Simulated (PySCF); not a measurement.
Molecule: 3-chlorobenzaldehyde, C7H5ClO.

Geometry (Å), atoms numbered from 1 in this order:
```xyz
14

O     3.2140    0.1400   -0.1445
C     2.2876   -0.5963    0.0720
C     0.8696   -0.2075    0.0200
C     0.5247    1.1063   -0.2979
C    -0.8042    1.4808   -0.3462
C    -1.7998    0.5543   -0.0797
C    -1.4531   -0.7527    0.2356
Cl   -2.6966   -1.9060    0.5671
C    -0.1273   -1.1435    0.2884
H     2.4502   -1.6595    0.3365
H     1.3169    1.8107   -0.5016
H    -1.0740    2.4967   -0.5917
H    -2.8399    0.8384   -0.1145
H     0.1312   -2.1623    0.5344
```

Frames of a GFN2-xTB Langevin trajectory at 300 K; GIAO PBE0/pcSseg-1 shieldings in PySCF 2.14, gas phase, non-relativistic; equivalent atoms averaged within each frame.

Chemical shifts δ = σref − σ; 17O (σ = 336.08 ppm) vs H2O; TMS for 13C (σ = 186.93 ppm) and 1H (σ = 31.72 ppm); HCl for 35Cl (σ = 949.78 ppm), all at this level. The references are static minima.

Question: How do the shifts (ppm) fluctuate along the trajectory?

Answer: 
```csv
time (fs),O1,C2,C7,C9,C5,C6,C3,C4,Cl8,H10
optimised geometry,671.5,195.0,146.7,140.0,135.7,141.1,142.2,132.0,242,10.12
250,734.0,202.9,154.9,143.7,138.3,136.9,135.4,129.0,290,10.43
425,725.0,206.4,154.0,136.3,133.6,137.7,149.4,128.3,296,10.72
625,702.4,202.0,149.5,139.5,139.3,141.3,148.7,143.1,241,9.56
800,636.9,191.3,153.4,142.5,132.4,141.4,150.7,136.6,251,10.50
1000,677.1,199.3,147.9,140.8,134.1,148.5,141.9,132.7,248,10.14
mean of frames,695.1,200.4,151.9,140.6,135.5,141.2,145.2,133.9,265,10.27
standard deviation,39.3,5.7,3.1,2.9,3.1,4.6,6.5,6.1,26,0.45
```

5 frames give an uncertainty of the mean of about the standard deviation over 2.2 at best, since frames this close in time may not be independent; classical motion lacks zero-point vibration, and the reference would need the same averaging.
